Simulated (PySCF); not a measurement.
Species: `C=C[P@](=S)(/C=C\C)C(C)C`. The columns A, B, C and D hold Mulliken, IAO, Hirshfeld and ESP-fitted charges (e) of one PBE0/pcSseg-1 density (PySCF), in a shuffled order. Coordinates in Å (PBE0-D3(BJ)/def2-SVP); the density's dipole moment is (-0.97, 0.88, 3.99) D.

| atom | x | y | z | A | B | C | D |
| --- | --- | --- | --- | --- | --- | --- | --- |
| C1 | -1.464 | 2.153 | -0.670 | -0.067 | -0.089 | -0.258 | -0.205 |
| C2 | -1.022 | 1.343 | 0.291 | -0.094 | -0.366 | -0.393 | -0.196 |
| P3 | -0.210 | -0.236 | -0.093 | +0.348 | +0.439 | +1.073 | +0.214 |
| S4 | -0.095 | -0.626 | -2.013 | -0.294 | -0.362 | -0.634 | -0.344 |
| C5 | -1.092 | -1.426 | 0.957 | -0.112 | -0.333 | -0.424 | -0.391 |
| C6 | -2.315 | -1.922 | 0.724 | -0.008 | -0.141 | -0.074 | +0.091 |
| C7 | -3.208 | -1.632 | -0.430 | -0.117 | -0.238 | -0.426 | -0.362 |
| C8 | 1.444 | -0.110 | 0.726 | -0.056 | -0.527 | -0.294 | +0.146 |
| C9 | 2.186 | -1.435 | 0.601 | -0.118 | -0.211 | -0.412 | -0.484 |
| C10 | 2.232 | 1.044 | 0.119 | -0.120 | -0.201 | -0.413 | -0.445 |
| H11 | -1.332 | 1.870 | -1.721 | +0.040 | +0.156 | +0.168 | +0.133 |
| H12 | -1.961 | 3.100 | -0.441 | +0.057 | +0.131 | +0.157 | +0.140 |
| H13 | -1.140 | 1.586 | 1.354 | +0.048 | +0.136 | +0.155 | +0.160 |
| H14 | -0.559 | -1.733 | 1.864 | +0.045 | +0.135 | +0.152 | +0.176 |
| H15 | -2.714 | -2.621 | 1.473 | +0.051 | +0.118 | +0.147 | +0.093 |
| H16 | -3.537 | -2.572 | -0.901 | +0.053 | +0.137 | +0.158 | +0.130 |
| H17 | -4.121 | -1.121 | -0.081 | +0.049 | +0.133 | +0.154 | +0.128 |
| H18 | -2.717 | -1.017 | -1.196 | +0.027 | +0.162 | +0.161 | +0.122 |
| H19 | 1.225 | 0.103 | 1.789 | +0.038 | +0.143 | +0.134 | +0.084 |
| H20 | 1.641 | -2.270 | 1.067 | +0.038 | +0.121 | +0.137 | +0.141 |
| H21 | 3.174 | -1.364 | 1.083 | +0.043 | +0.126 | +0.141 | +0.141 |
| H22 | 2.333 | -1.685 | -0.461 | +0.036 | +0.141 | +0.155 | +0.145 |
| H23 | 2.363 | 0.883 | -0.962 | +0.034 | +0.138 | +0.153 | +0.132 |
| H24 | 3.227 | 1.111 | 0.584 | +0.043 | +0.124 | +0.140 | +0.140 |
| H25 | 1.722 | 2.009 | 0.257 | +0.034 | +0.128 | +0.141 | +0.112 |

Q: Which column most likely holds the ESP-fitted charges?

A: D. Σ q r misses the density's dipole by 0.09 D (D), 0.29 D (C), 1.31 D (A), 3.18 D (B). Charges fitted to the outside potential are the only set here that is tied to the molecule's multipoles.

Q: And the Hirshfeld charges?

A: A. The mean sizes are 0.079 e (A), 0.194 e (D), 0.197 e (B), 0.266 e (C), and Hirshfeld charges are commonly the smallest of these schemes.

As computed, A = Hirshfeld, B = Mulliken, C = IAO, D = ESP-fitted. Hydrogens on carbon: Hirshfeld +0.03 to +0.06, Mulliken +0.12 to +0.16, IAO +0.13 to +0.17, ESP-fitted +0.08 to +0.18 e.

The ESP scheme fits charges at the nuclei, held to the total charge, to the electrostatic potential on points at 1.4 to 2.0 times the van der Waals radii. The IAO scheme projects the occupied orbitals on a minimal set of polarised atomic orbitals and counts the electrons in each atom's part of it.

Geometry: PBE0-D3(BJ)/def2-SVP, one conformer, isolated molecule.

These values come from a run that also computed NMR shieldings. On one thread of an Arm Neoverse V2, no GPU, shared host, this took 82 s of wall time (with the writing of density and orbital grids) and 1.2 GiB of memory at its peak.

The values belong to the conformer `[CH2:1]=[CH:2][P@:3](=[S:4])(/[CH:5]=[CH:6]\[CH3:7])[CH:8]([CH3:9])[CH3:10]`: C1–C2–P3–S4 -1°, C2–P3–C5–C6 77°, C2–P3–C8–C9 174°.
